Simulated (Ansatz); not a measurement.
```yaml
atoms:
  - { symbol: Fe, position_ang: [0.0000, 0.0000, 0.0000] }
  - { symbol: N, position_ang: [0.0000, 0.0000, 2.1000] }
  - { symbol: H, position_ang: [-0.1863, 0.9315, 2.4700] }
  - { symbol: H, position_ang: [-0.7136, -0.6271, 2.4700] }
  - { symbol: H, position_ang: [0.8999, -0.3044, 2.4700] }
  - { symbol: N, position_ang: [0.0000, 0.0000, -2.1000] }
  - { symbol: H, position_ang: [0.1863, -0.9315, -2.4700] }
  - { symbol: H, position_ang: [-0.8999, 0.3044, -2.4700] }
  - { symbol: H, position_ang: [0.7136, 0.6271, -2.4700] }
  - { symbol: N, position_ang: [2.1000, 0.0000, 0.0000] }
  - { symbol: H, position_ang: [2.4700, -0.9315, 0.1863] }
  - { symbol: H, position_ang: [2.4700, 0.3044, -0.8999] }
  - { symbol: H, position_ang: [2.4700, 0.6271, 0.7136] }
  - { symbol: N, position_ang: [-2.1000, 0.0000, 0.0000] }
  - { symbol: H, position_ang: [-2.4700, 0.9315, -0.1863] }
  - { symbol: H, position_ang: [-2.4700, -0.6271, -0.7136] }
  - { symbol: H, position_ang: [-2.4700, -0.3044, 0.8999] }
  - { symbol: N, position_ang: [0.0000, 2.1000, 0.0000] }
  - { symbol: H, position_ang: [0.9074, 2.4700, -0.2813] }
  - { symbol: H, position_ang: [-0.6973, 2.4700, -0.6452] }
  - { symbol: H, position_ang: [-0.2101, 2.4700, 0.9265] }
  - { symbol: N, position_ang: [0.0000, -2.1000, 0.0000] }
  - { symbol: H, position_ang: [-0.9074, -2.4700, 0.2813] }
  - { symbol: H, position_ang: [0.2101, -2.4700, -0.9265] }
  - { symbol: H, position_ang: [0.6973, -2.4700, 0.6452] }
```

Basis set: def2-SVP on H, N; pcseg-2 on Fe. Charge 2. Computed with Ansatz (development build ahead of 0.2.0); the lowest solution found for each multiplicity.

**Question.** How do the multiplicities compare at this shape? Give, from the lowest of each method, PBE0 (unrestricted) for 1, 5; PBE0 (restricted) for 1, 5; HF (restricted) for 1, 5; HF (unrestricted) for 1, 5.

**Answer.**

```json
{"method": "PBE0, unrestricted", "multiplicity": "1", "E (eV)": "0.000", "<S²>": "0.24"}
{"method": "PBE0, unrestricted", "multiplicity": "5", "E (eV)": "0.071", "<S²>": "6.01"}
{"method": "PBE0, restricted", "multiplicity": "1", "E (eV)": "0.000", "<S²>": "0.00"}
{"method": "PBE0, restricted", "multiplicity": "5", "E (eV)": "0.154", "<S²>": "6.00"}
{"method": "HF, restricted", "multiplicity": "1", "E (eV)": "1.607", "<S²>": "0.00"}
{"method": "HF, restricted", "multiplicity": "5", "E (eV)": "0.000", "<S²>": "6.00"}
{"method": "HF, unrestricted", "multiplicity": "1", "E (eV)": "1.536", "<S²>": "1.08"}
{"method": "HF, unrestricted", "multiplicity": "5", "E (eV)": "0.000", "<S²>": "6.01"}
```

Caution: other spin multiplicities may lie lower. Caution for PBE0, unrestricted: the unrestricted determinant is spin contaminated. Caution for HF, unrestricted: the unrestricted determinant is a mixture of spin states.
